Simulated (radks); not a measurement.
All-electron atom: He+ in 6p1 (not the ground configuration).

All-electron calculation, scalar-relativistic Kohn-Sham, PBE, spin-unpolarised, spherical densities, finite nucleus; Gaussian nuclear charge, rms radius 1.6755 fm; without spin polarisation the odd electron is poorly described. Program: a radial shooting solver on a logarithmic mesh with Libxc functionals.

Energy parts (hartree):
| part | energy |
|---|---|
| total | -0.05987 |
| kinetic | 0.05890 |
| electron-nucleus | -0.11418 |
| Hartree | 0.01749 |
| exchange-correlation | -0.02207 |

Orbitals (lengths in bohr, moments of r in powers of bohr):
| orbital | occ. | eigenvalue (hartree) | <r> | <r^4> |
|---|---|---|---|---|
| 6p | 1 | -0.04911 | 25.56 | 683400 |

The highest occupied level is 6p at -1.336 eV. Summed over all electrons, <r^2> = 729.0 bohr^2, which gives a Langevin (diamagnetic) susceptibility term of -577 x 10^-6 cm^3/mol.
